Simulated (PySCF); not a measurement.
GeTe, SMILES [Te]=[Ge] (connectivity only; charge and spin as stated), neutral, multiplicity 1.

The structure is a stationary point at r2SCAN-D4/def2-TZVP. The def2 effective core potentials stand for the cores of Te; spin–orbit coupling is left out.

Computed with HF/def2-TZVPD run with PySCF.

### Question
Estimate the frontier levels, gap, dipole moment and polarisability. (Estimate from the structure and the level; the computed values follow.)

### Answer

```json
{
  "highest_occupied_level": "-8.88 eV",
  "lowest_empty_level": "0.05 eV",
  "orbital_gap": "8.93 eV",
  "dipole_moment": "1.95 D",
  "quadrupole, principal values (traceless, Buckingham form, about the centre of nuclear charge)": "-1.02, -1.02, 2.04 D·Å",
  "mean_static_polarisability": "78.9 bohr³ (11.69 Å³)",
  "polarisability_principal_values": "62.9, 62.9, 110.9 bohr³"
}
```
